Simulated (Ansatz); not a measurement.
BH5P2S, SMILES `PBSP`, 9 atoms. The species carries charge 0 and has multiplicity 1. All runs use 2 threads of an Intel Xeon Platinum 8175M on a shared host. Correlated methods freeze the cores.

(1) How many basis functions does each run have, and how long does it take in Ansatz? RHF-MP2/def2-QZVPP energy; RKS PBE0-D4/def2-TZVP relaxation (11 steps); RKS PBE0-D4/def2-TZVPP energy; direct RPA on PBE orbitals/def2-TZVPP energy; RKS PBE0-D4/def2-QZVPP energy; RKS ωB97M-V/def2-QZVPP energy; RHF-CCSD(T)/def2-TZVPP energy; RKS revPBE-D4/def2-TZVPP energy; RKS PBE0-D4/def2-TZVP frequencies; RHF-CCSD(T)/def2-SVP energy; RKS ωB97M-V/def2-SVP energy; RKS PBE0-D4/def2-SVP energy. (Estimate.)

Results:

(1) The calculation gave: Other jobs shared the machine, so times are rough.

| level | job | functions | wall time | peak host memory (GiB) |
| --- | --- | --- | --- | --- |
| RKS PBE0-D4/def2-SVP | energy | 93 | 1.8 s | 0.45 |
| RKS revPBE-D4/def2-TZVPP | energy | 227 | 3.1 s | 0.3 |
| RHF-CCSD(T)/def2-SVP | energy | 93 | 3.3 s | 0.45 |
| RKS PBE0-D4/def2-TZVPP | energy | 227 | 4.9 s | 0.56 |
| RKS ωB97M-V/def2-SVP | energy | 93 | 6.5 s | 0.45 |
| direct RPA on PBE orbitals/def2-TZVPP | energy | 227 | 6.5 s | 0.45 |
| RKS PBE0-D4/def2-QZVPP | energy | 417 | 16 s | 1.3 |
| RHF-MP2/def2-QZVPP | energy | 417 | 28 s | 2 |
| RKS ωB97M-V/def2-QZVPP | energy | 417 | 29 s | 1.6 |
| RKS PBE0-D4/def2-TZVP | relaxation (11 steps) | 172 | 57 s | 0.45 |
| RHF-CCSD(T)/def2-TZVPP | energy | 227 | 71 s | 3.4 |
| RKS PBE0-D4/def2-TZVP | frequencies | 172 | 3.3 min | 0.48 |
